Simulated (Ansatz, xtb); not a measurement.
Ranking isomers of C7H5NO

3 gas-phase structures of C7H5NO, from a drawn sample of its isomers (lower ones may exist). Each was relaxed with GFN2-xTB:

A. `c1ccc2ocnc2c1`, a singlet
B. `N#Cc1cccc(O)c1`, a singlet
C. `N#Cc1ccccc1O`, a singlet

Question: Estimate their order in r2SCAN-D4/def2-SVP energy at these geometries, lowest first.

Answer: Calculated order at r2SCAN-D4/def2-SVP: A (0.0), C (8.7), B (11.8) kcal/mol.

Energies above the lowest of each column, in kcal/mol; the last columns are at B3LYP/def2-SVP geometries:

```csv
structure,GFN2-xTB,HF/STO-3G,r2SCAN-D4/def2-SVP,B3LYP/def2-SVP,CCSD(T)/def2-SVP + ΔMP2/def2-TZVPP
A,0.0,0.0,0.0,0.0,0.0
C,31.7,19.6,8.7,5.5,1.2
B,32.7,20.9,11.8,8.0,3.3
```

Every level run on A puts it lowest or level with the lowest. Flexible structures stand in one conformer each, not always the lowest. ΔMP2 is the change of the MP2 energy from the smaller to the larger basis.

Programs: Ansatz 0.2.0, xtb 6.7.1.
